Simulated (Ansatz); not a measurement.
Ansatz (an electronic-structure program) input:

Ansatz 0.2 input:
```yaml
crystal:
  periodic: [false, false, false]
  atoms:
    - {symbol: C, position_ang: [2.04632686, -0.82876351, 0.25042362]}
    - {symbol: C, position_ang: [0.59270275, -0.41626499, 0.42593406]}
    - {symbol: C, position_ang: [-0.35719699, -0.94516714, -0.65551829]}
    - {symbol: C, position_ang: [-1.63151913, -0.09305057, -0.51112430]}
    - {symbol: C, position_ang: [-1.17398048, 1.23708745, 0.15213675]}
    - {symbol: C, position_ang: [0.34482092, 1.09571119, 0.36214686]}
    - {symbol: H, position_ang: [2.43097545, -0.48099712, -0.71234796]}
    - {symbol: H, position_ang: [2.67861523, -0.40570976, 1.03421441]}
    - {symbol: H, position_ang: [2.15955035, -1.91471439, 0.28176316]}
    - {symbol: H, position_ang: [0.23707555, -0.77900898, 1.39872263]}
    - {symbol: H, position_ang: [0.10116936, -0.78000033, -1.63615705]}
    - {symbol: H, position_ang: [-0.54888258, -2.01589489, -0.56657334]}
    - {symbol: H, position_ang: [-2.11938763, 0.07271429, -1.47203932]}
    - {symbol: H, position_ang: [-2.35781552, -0.60169716, 0.12513003]}
    - {symbol: H, position_ang: [-1.41967239, 2.10689842, -0.45771217]}
    - {symbol: H, position_ang: [-1.67822533, 1.37398024, 1.11028333]}
    - {symbol: H, position_ang: [0.88680696, 1.50397382, -0.49727441]}
    - {symbol: H, position_ang: [0.70286697, 1.62314125, 1.24799846]}
basis:
  gaussian:
    orbitals: def2-TZVPD
hamiltonian:
  xc: {name: CAM-B3LYP}
total_charge: 1
magnetization: {spin_polarized: true, initial_magnetization: 1}
```

**Question.** What final total energy does it print?

**Answer.** -235.41035 Eh (CAM-B3LYP/def2-TZVPD). The basis has 330 functions.

This state (charge 1, doublet) is run at the relaxed geometry of the species with charge 0 and multiplicity 1.
